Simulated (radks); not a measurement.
Problem. The iron ion Fe3+, configuration [Ne] 3s2 3p4 3d5 4s2 (not the ground configuration). All-electron calculation, non-relativistic Kohn-Sham, PBE, spin-polarised, spherical densities, point nucleus; open shells are filled with parallel spins first. Program: a radial shooting solver on a logarithmic mesh with Libxc functionals. Some entries of the table are withheld. Estimate them.

| orbital | occ. | eigenvalue (Ry) | <r> (bohr) |
|---|---|---|---|
| 1s up | 1 | -514.4148 | 0.05914 |
| 1s down | 1 | -514.3405 | 0.05914 |
| 2s up | 1 | -63.89138 | 0.2702 |
| 2s down | 1 | -63.59296 | 0.2694 |
| 2p up | 3 | -55.79302 | 0.2367 |
| 2p down | 3 | -55.52681 | 0.2360 |
| 3s up | 1 | -11.10991 | 0.7911 |
| 3s down | 1 | -10.30147 | 0.8009 |
| 3p up | 3 | -8.68222 | 0.8144 |
| 3p down | 1 | -7.89469 | 0.8299 |
| 3d up | 5 | -4.67312 | 0.8704 |
| 3d down | 0 | -3.94941 | 0.9196 |
| 4s up | 1 | (1) | (2) |
| 4s down | 1 | (3) | (4) |
| 4p up | 0 | -2.15387 | 2.324 |
| 4p down | 0 | -2.05595 | 2.424 |
| 4d up | 0 | (5) | 3.009 |
| 4d down | 0 | (6) | 3.150 |

Solution. 
(1) 4s up eigenvalue (Ry): -2.74206
(2) 4s up <r> (bohr): 2.080
(3) 4s down eigenvalue (Ry): -2.60895
(4) 4s down <r> (bohr): 2.166
(5) 4d up eigenvalue (Ry): -1.31945
(6) 4d down eigenvalue (Ry): -1.26500
